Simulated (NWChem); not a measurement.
Molecule: CH₇ClSi₂; SMILES [SiH3]C[SiH2]Cl

```xyz
11

Si     0.5581     2.0416     0.0785
C     -0.8127     0.9206    -0.5800
Si    -0.9679    -0.7586     0.2228
Cl     0.8762    -1.7151     0.2074
H      1.8993     1.5259    -0.3210
H      0.4879     2.1146     1.5702
H      0.3900     3.4214    -0.4722
H     -0.6695     0.7896    -1.6663
H     -1.7817     1.4349    -0.4448
H     -1.3949    -0.6251     1.6445
H     -1.9306    -1.6301    -0.5093
```
Atoms are numbered in this order, from 1.

All runs: NWChem. Pople sets run with spherical d functions. All runs use the structure optimised with PBE0/def2-SVP. GIAO values for the isolated, static molecule; σ is the absolute isotropic shielding, δ = σ(reference) − σ with the isolated reference molecule computed at the same levels (1H: tetramethylsilane, 29Si: tetramethylsilane).

For level PBE/pcSseg-1:

- δ Si1 (ppm) = -73.6
- δ Si3 (ppm) = -2.1
- σ Cl4 (ppm) = 967.2
- δ H8 (ppm) = 0.44
- δ H9 (ppm) = -0.13
- δ H10 (ppm) = 5.29

**Question.** What are these values for level Hartree-Fock/6-31G*?

**Answer.** 
| Property | Result |
|---|---|
| δ Si1 (ppm) | -44.3 |
| δ Si3 (ppm) | 1.7 |
| σ Cl4 (ppm) | 1045.0 |
| δ H8 (ppm) | -0.11 |
| δ H9 (ppm) | -0.61 |
| δ H10 (ppm) | 4.99 |
